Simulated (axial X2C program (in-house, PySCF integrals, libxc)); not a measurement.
# Potential curves of GeSe, two-component

Computed with an in-house relativistic program for diatomic molecules. Two-component (2c) means X2C with spin–orbit coupling and atomic mean-field two-electron Coulomb and Gaunt terms. Basis: Se dyall-cv3z [8s9p6d4f1g], Ge dyall-cv3z [9s9p7d4f1g] (cores contracted in-house); Gaussian nuclei, density fitting, unrestricted open shells. Masses: Se 79.917 u, Ge 73.921 u.

State: Ω = 0 (closed shell). Energies in eV from the lowest point of each curve. Fits are polynomials in 1 − R0/R over 0.85 to 1.23 times the lowest point R0.

```csv
R (Å),M06,CCSD(T),MP2,CCSD
1.8601,1.4119,,1.5207,
1.9456,0.6025,0.6921,0.6692,0.6337
2.0097,0.2495,0.3059,0.2899,0.2651
2.0739,0.0610,0.0875,0.0791,0.0662
2.1380,0.0000,0.0000,0.0000,0.0000
2.2128,0.0511,0.0229,0.0343,0.0503
2.2877,0.1995,0.1454,0.1705,0.2030
2.3839,0.4890,0.4029,0.4514,0.5037
2.5015,0.9369,,0.9036,
2.6725,1.6715,,1.7057,
```

Correlated methods: 10 electrons correlated (number of frozen shells: Se 3 s, 2 p, 1 d; Ge 3 s, 2 p, 1 d), 250 virtual spin orbitals or spinors in MP2, 90 natural virtuals in coupled cluster.

One determinant describes the state; a PBE0 search over occupations chose it and may have missed a lower one. The closed shell is kept restricted, so the energy runs too high when the bond is stretched far. Coupled cluster ran in a truncated set of natural virtual spinors; the MP2 energy of the rest was added. (T) has no such correction and the atoms are truncated less, which lowers De at CCSD(T) by a hundredth of an eV or more. The T1 diagnostic is large, a sign of multireference character. With the outer-core shells frozen, correlated bond lengths of heavy atoms tend to come out a few hundredths of an ångström too long. Coupled cluster ran on the points near the minimum only. MP2 and coupled cluster on one determinant become unreliable at the stretched end.

Q: Fit the M06 curve near its minimum: give the equilibrium distance and the harmonic wavenumber.

A: At M06, 2c: Re = 2.143 Å, ωe ≈ 405 cm⁻¹; Be follows as 0.0956 cm⁻¹.

Q: Fit the CCSD(T) curve near its minimum: give the equilibrium distance and the harmonic wavenumber.

A: At CCSD(T), 2c: Re = 2.160 Å, ωe ≈ 396 cm⁻¹; Be follows as 0.0941 cm⁻¹.

Q: Fit the MP2 curve near its minimum: give the equilibrium distance and the harmonic wavenumber.

A: At MP2, 2c: Re = 2.154 Å, ωe ≈ 404 cm⁻¹; Be follows as 0.0946 cm⁻¹.

Q: Fit the CCSD curve near its minimum: give the equilibrium distance and the harmonic wavenumber.

A: At CCSD, 2c: Re = 2.145 Å, ωe ≈ 413 cm⁻¹; Be follows as 0.0954 cm⁻¹.
